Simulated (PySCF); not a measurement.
# Radial density of Pb⁺ (lead, charge +1)

UHF, [Xe] 4f14 5d10 6s1 6p2, high-spin 4P determinant (an excited configuration). All numbers are calculated (PySCF 2.14, the spin-free X2C one-electron Hamiltonian (Gaussian nucleus), in x2c-QZVPPall (16s10p9d6f1g, 142 functions)).

| r (bohr) | 4πr²ρ (e/bohr) | 4πr²(ρα − ρβ) |
| --- | --- | --- |
| 0.0168 | 104.0 | 0.0081 |
| 0.0282 | 113.9 | 0.0220 |
| 0.0475 | 155.4 | 0.0199 |
| 0.0799 | 123.0 | -0.0201 |
| 0.134 | 145.5 | 0.0470 |
| 0.226 | 85.64 | 0.0105 |
| 0.380 | 96.14 | 0.0178 |
| 0.639 | 33.98 | 0.2250 |
| 1.08 | 19.77 | -0.1652 |
| 1.81 | 4.928 | 1.1738 |
| 3.04 | 1.157 | 1.0340 |
| 5.12 | 0.1029 | 0.1027 |
| 8.61 | 0.0002559 | 0.0003 |

Densities and radii are taken from the X2C orbitals without a picture-change correction, which distorts them close to the nucleus.

Spin-orbit coupling is strong in this species (close to jj coupling), so the high-spin LS determinant is a model state, not a physical level.

Question: Where is the radial spin density 4πr²(ρα − ρβ) most negative, and why is it negative at all?

Answer: Around r = 1.08 bohr, down to -0.1652 e/bohr: exchange with the open shell polarises the paired shells in an unrestricted calculation.
